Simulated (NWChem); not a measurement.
Molecule: CH₄Te; SMILES [TeH]C

All runs: NWChem. All runs use the structure optimised with PBE-D3(BJ)/def2-SVP. def2 effective core potentials on Te; no spin-orbit coupling. Vertical excitations in the gas phase; the lowest state need not have the same character in each row.

| level | lowest excitation, singlet (eV) | oscillator strength of that lowest state | lowest state with f > 0.02, singlet (eV) | oscillator strength of that bright state | orbital gap (eV) |
|---|---|---|---|---|---|
| PBE/def2-SVPD, full TDDFT | 3.59 | 0.001 | 4.44 | 0.026 | 3.42 |
| B3LYP/def2-SVPD, full TDDFT | 3.67 | 0.001 | 4.57 | 0.023 | 4.78 |
| PBE0/def2-SVPD, full TDDFT | 3.78 | 0.001 | 4.76 | 0.023 | 5.24 |
| LDA (Slater exchange, VWN5)/def2-SVPD, full TDDFT | 3.61 | 0.001 | 4.42 | 0.028 | 3.40 |
